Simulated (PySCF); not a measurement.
Species: C₃H₇BF₃N.
Numbering: `[CH3:1][B:2]([NH2:3])[CH2:4][C:5]([F:6])([F:7])[F:8]` (hydrogens: H9, H10, H11 on C1; H12, H13 on N3; H14, H15 on C4)

Torsions of this conformer, `[CH3:1][B:2]([NH2:3])[CH2:4][C:5]([F:6])([F:7])[F:8]`: C1–B2–C4–C5 171°, B2–C4–C5–F6 63°, H–N3–B2–C1 180°, H–N3–B2–C1 0°.

The closed-shell ground state was solved at several levels (PySCF, density fitting, gas phase, non-relativistic). Isolated species at its GFN2-xTB geometry (one conformer only).

| level | basis functions | total energy (Eh) | HOMO (eV) | LUMO (eV) | gap (eV) | dipole (D) |
| --- | --- | --- | --- | --- | --- | --- |
| PBE0/def2-SVPD | 225 | -496.8932 | -8.68 | 0.19 | 8.87 | 2.54 |
| PBE0/pcSseg-1 | 171 | -497.1881 | -8.62 | 0.81 | 9.43 | 2.46 |

Estimate the row for B3LYP/pcJ-1, a basis of 286 functions; the other rows only guide the guess.

Total energy -497.7732 Eh, HOMO -8.33 eV, LUMO 0.60 eV, gap 8.93 eV, dipole 2.43 D.

Over all these levels, which gives the widest orbital gap and which the narrowest?

PBE0/pcSseg-1 has the widest, 9.43 eV, and PBE0/def2-SVPD the narrowest, 8.87 eV. The two share the functional. From the narrowest to the widest the HOMO moves by +0.06 eV and the LUMO by +0.62 eV.

How far do the dipole and the HOMO energy spread over the levels?

The dipole runs from 2.43 to 2.54 D (mean 2.48 D) and the HOMO from -8.68 to -8.33 eV.
